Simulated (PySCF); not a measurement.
## C (carbon, neutral): PBE0 calculation

Configuration: [He] 2s2 2p1 3s1, 3s spin antiparallel (an excited configuration). Computed with PySCF 2.14 in aug-cc-pVTZ with one added diffuse shell each of s, p, d, f type (6s5p4d3f, 62 functions), with the non-relativistic Hamiltonian (point nucleus).

| Item | Value |
| --- | --- |
| Total energy | -37.5192 hartree |
| One-electron energy | -48.7147 hartree |
| Hartree (Coulomb) energy | 16.1111 hartree |
| Exchange-correlation energy | -4.9156 hartree |
| Kinetic energy | 37.31685 hartree |
| ⟨S²⟩ | 1.0025 |
| ⟨L²⟩ | 2.021 |
| Sum of ⟨r⟩ | 10.76 bohr |
| Sum of ⟨r²⟩ | 46.38 bohr² |
| Traceless quadrupole moment −½Σ⟨3z² − r²⟩ along its main axis | 0.355 e·bohr² |
| Density at the nucleus (Gaussians lack the cusp) | 123 bohr⁻³ |
| Spin density at the nucleus | -0.240 bohr⁻³ |
| Langevin diamagnetic susceptibility | -36.7 ×10⁻⁶ cm³/mol |

```csv
shell,electrons,mean orbital energy (eV),"rms radius, mean of both spins (bohr)"
1s α,1,-291.74,0.314
1s β,1,-291.26,0.314
2s α,1,-22.713,1.61
2s β,1,-20.971,1.61
2p α,1,-14.364,1.67
3s β,1,-2.640,6.18
```

The outer electron is Rydberg-like, and this basis confines it to a smaller radius and binds it less than a complete one would. With the s spin flipped the determinant is a mixture of two multiplicities, not a spectroscopic state.
